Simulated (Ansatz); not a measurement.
Reactions of C$_{2}$H$_{7}$NOSn (`N=C(O)[CH2][SnH3]`).

Computed with Ansatz on PBE0-D4/def2-TZVP structures; ΔE is electronic, products minus reactants. CCSD(T)/CBS is the MP2 limit (def2-TZVPP, def2-QZVPP) plus CCSD(T) − MP2 in def2-TZVPP, frozen cores. This one scheme is used for every species. DFT in def2-TZVPP. Elements past krypton have def2 core potentials. For Br, In, Sn outer-core shells are correlated without core-valence functions, which leaves a few kJ/mol of doubt a bond. Scalar relativity is left out up to krypton. One conformer a species, not always the lowest.

```csv
reaction,CCSD(T)/CBS(def2) (eV)
`N=C(O)[CH2][SnH3]` → `CO[C](=N)[SnH3]`,0.94
`N=C(O)[CH2][SnH3]` + H₂ → `N=CO` + `[CH3][SnH3]`,?
`N=C(O)[CH2][SnH3]` + `ClCBr` → `Cl[CH2][SnH3]` + `N=C(O)CBr`,?
`N=C(O)[CH2][SnH3]` → `C[N](C)[Sn][OH]`,-1.66
`N=C(O)[CH2][SnH3]` + `CCBS` → `CC[BH][SnH3]` + `N=C(O)CS`,1.49
`N=C(O)[CH2][SnH3]` + `[OH][InH2]` → `N=C(O)[O][InH2]` + `[CH3][SnH3]`,?
`N=C(O)[CH2][SnH3]` → `C=[N][SnH]([CH3])[OH]`,-0.56
`N=C(O)[CH2][SnH3]` + `O[SiH2][SiH3]` → `[SiH3][SiH2][O][SnH3]` + `CC(=N)O`,-0.55
`N=C(O)[CH2][SnH3]` + HCl → `Cl[CH2][SnH3]` + `N=CO`,0.65
`N=C(O)[CH2][SnH3]` + `COC(C)=O` → `C[C](=O)[SnH3]` + `COCC(=N)O`,1.37
```

Question: Fill in the missing values. (An estimate is asked.)

Answer: Computed: `N=C(O)[CH2][SnH3]` + H₂ → `N=CO` + `[CH3][SnH3]`: -0.35 eV; `N=C(O)[CH2][SnH3]` + `ClCBr` → `Cl[CH2][SnH3]` + `N=C(O)CBr`: +0.08 eV; `N=C(O)[CH2][SnH3]` + `[OH][InH2]` → `N=C(O)[O][InH2]` + `[CH3][SnH3]`: -0.02 eV.

Largest T1 diagnostic: 0.017, for `[OH][InH2]`.
